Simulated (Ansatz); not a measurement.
`O=C([SiH3])[SiH3]` at its PBE0-D4/def2-TZVP geometry, where that method's forces vanish. Total charge 0; spin multiplicity 1.

```xyz
10

O    -0.4224    0.5732    1.8912
C    -0.1689    0.2291    0.7570
Si    1.5630    0.6479   -0.0165
Si   -1.4966   -0.7380   -0.2798
H     2.2193   -0.6279   -0.4097
H     1.3423    1.4560   -1.2459
H     2.3849    1.3892    0.9692
H    -2.7170   -0.9418    0.5362
H    -1.7970    0.0511   -1.5046
H    -0.9074   -2.0387   -0.6970
```

**Question.** What forces (eV/Å) does B3LYP-D4/def2-TZVPP give on these atoms in Ansatz 0.2.0? (Estimate.)

**Answer.** Computed: 
```
O1  -0.071  0.096  0.318
C2   0.061 -0.083 -0.273
Si3  0.139  0.039 -0.047
Si4 -0.113 -0.075 -0.069
H5  -0.037  0.080  0.023
H6   0.018 -0.049  0.075
H7  -0.048 -0.047 -0.067
H8   0.076  0.010 -0.057
H9   0.015 -0.051  0.074
H10 -0.040  0.079  0.024
```

B3LYP here is the variant with VWN-RPA as its local correlation; programs differ in this.
